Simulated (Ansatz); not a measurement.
System: C₂H₁₀OSi₂, charge 0, multiplicity 1. SMILES: C[SiH](C)O[SiH3]
Coordinates optimised at B3LYP-D3(BJ)/def2-TZVP (Ansatz, an electronic-structure program):
```
Si
O 1 1.6475
Si 2 1.6313 1 147.77
H 3 1.4789 2 108.79 1 179.84
H 1 1.4826 2 106.50 3 179.40
H 3 1.4833 4 109.28 2 -120.70
H 3 1.4833 4 109.28 6 -118.60
C 1 1.8675 5 109.88 2 -118.69
H 8 1.0918 1 111.11 5 59.43
H 8 1.0927 9 107.97 1 -122.11
H 8 1.0928 9 107.90 10 -116.28
C 1 1.8675 5 109.88 2 118.71
H 12 1.0918 1 111.11 5 -59.47
H 12 1.0927 13 107.97 1 122.12
H 12 1.0928 13 107.90 14 116.27
```
Charge 0, spin multiplicity 1.

Property: atomisation energy (electronic, to ground-state atoms); the coupled-cluster value holds the core correlation from cc-pwCVTZ, in kJ/mol. Cores are frozen in the correlated levels unless marked. UHF or UKS for open shells. Spin-orbit coupling is left out. Non-relativistic. CBS marks a two-point X^-3 extrapolation of the correlation energy; Hartree-Fock from the larger set.

Level to compare with: CCSD(T)/CBS(cc-pV(T+d)Z,cc-pV(Q+d)Z) plus the core term (Ansatz), 5501.4 kJ/mol. It is a level with limits of its own, and the differences hold the functionals' basis error too.

Question: Rank these functionals by how close they come to CCSD(T)/CBS(cc-pV(T+d)Z,cc-pV(Q+d)Z), closest first: r2SCAN/def2-TZVPD (Ansatz); B3LYP/def2-TZVPD (Ansatz); HSE06/def2-TZVPD (Ansatz).

Answer: r2SCAN/def2-TZVPD (meta-GGA, 5461.6 kJ/mol, difference -39.8), B3LYP/def2-TZVPD (global hybrid, 5416.0 kJ/mol, difference -85.4), HSE06/def2-TZVPD (screened hybrid, 5407.7 kJ/mol, difference -93.7)
